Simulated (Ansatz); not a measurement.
**Match the barriers**

Saddle point of BSiNH₆F₂, singlet (BNH₂F₂ ([NH2][B]([F])[F]) + SiH₄ → BSiH₃F₂ ([F][B]([F])[SiH3]) + NH₃ (still joined by a long B–N bond); bonds formed: B1–Si6, N2–H5; bonds broken: H5–Si6; bonds weakened to dative contacts: B1–N2), PBE0-D4/def2-TZVP structure:

B1  (-0.269, 0.266, -0.877)
N2  (1.212, 0.700, -0.836)
F3  (-0.509, -0.778, -1.697)
F4  (-1.138, 1.298, -0.878)
H5  (0.725, 0.129, 0.240)
Si6  (-0.649, -0.695, 1.255)
H7  (1.867, 0.172, -1.396)
H8  (1.406, 1.691, -0.803)
H9  (-0.603, 0.182, 2.460)
H10  (-2.073, -0.987, 0.944)
H11  (0.032, -1.979, 1.587)
(Å)

Ansatz 0.2.0; basis: def2-TZVPP, with def2-QZVPP for the basis limit; cores frozen in the correlated methods. B3LYP uses VWN-RPA correlation. Extrapolation: Hartree–Fock as exp(−7.88 √X), correlation as X^−2.97. Four methods, as single points on the PBE0-D4 structures, gave these electronic barriers from the start structure: 53.85, 57.37, 63.60, 79.63 kcal/mol.

(1) The methods were, in alphabetical order, B3LYP-D4, BHLYP-D4, BLYP-D4, HF. Which gave which? (A judgement: the text doesn't fix the answer.)

The T1 diagnostic stays at or below 0.013. The start structure is not quite a true minimum (one mode of 32i cm⁻¹).

Results:

(1) By the calculation: BLYP-D4 53.85; B3LYP-D4 57.37; BHLYP-D4 63.60; HF 79.63 kcal/mol. For comparison, CCSD(T) at an estimated basis limit (MP2 extrapolated from triple and quadruple zeta, plus CCSD(T) − MP2 in triple zeta) gives 58.25 kcal/mol.

Labels in which every atom is bracketed show which atoms are joined, not bond orders.

For scale, one of the runs: CCSD(T)/def2-TZVPP, 250 basis functions, launched by `ansatz run in.yaml --threads 8 --pin off --events-out ev --progress --plain --max-ram 19148MiB`. The run took 2.1 min on 8 CPU threads of an AMD EPYC 7R43 (shared host), with 5.6 GiB of host memory at its peak.
